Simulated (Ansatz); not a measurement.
The same path of CH$_{3}$NOSi (7 atoms, charge 0, multiplicity 1) was run twice with different band settings. Lost on the way: C1–Si3, C1–O4, C1–H5. Made: O4–H5.

Computed with RKS B3LYP/6-31G* (Ansatz).

Relaxed end points:

```xyz
7
Properties=species:S:1:pos:R:3
C -0.122 -0.585 -1.015
N 0.167 -1.236 0.056
Si 0.108 0.377 0.806
O -0.263 0.785 -0.850
H -0.268 -0.968 -2.027
H -1.002 0.663 1.744
H 1.380 0.964 1.285
```

```xyz
7
Properties=species:S:1:pos:R:3
C 0.520 -2.493 0.076
N 0.336 -1.329 0.195
Si 0.050 0.393 0.355
O -0.116 1.098 -1.127
H -0.868 0.829 -1.673
H -1.163 0.509 1.197
H 1.241 0.994 0.978
```

Common settings: spring 5.0 eV/Å²; optimiser quadratic models (default); start path through a guess of the saddle point; force threshold 0.05 eV/Å; iteration limit 60; end points relaxed.

| run | movable images | climbing image |
| --- | --- | --- |
| 1 | 9 | yes |
| 2 | 6 | no |

What does each run give, and how far can it be trusted?

Run 1: not converged after 60 iterations, highest image 1.928 eV above the first end. The band didn't meet its force threshold, so its energies are provisional: the largest band force was still 1.17 eV/Å, and over the last iterations the top stayed at 1.93 eV.
Run 2: converged after 43 iterations, highest image 1.919 eV above the first end. The profile has 2 maxima (images 1, 4) with wells between them (image 2): this band takes more than one step, which may be the mechanism or a detour left from its start path. Neighbouring images differ by up to 2.0 eV, so the band resolves the path poorly. No image climbed, so the highest image needn't sit at the top of the path.
The orbitals stay closed-shell, which can raise the energy where a bond breaks towards radicals; this wasn't checked here.
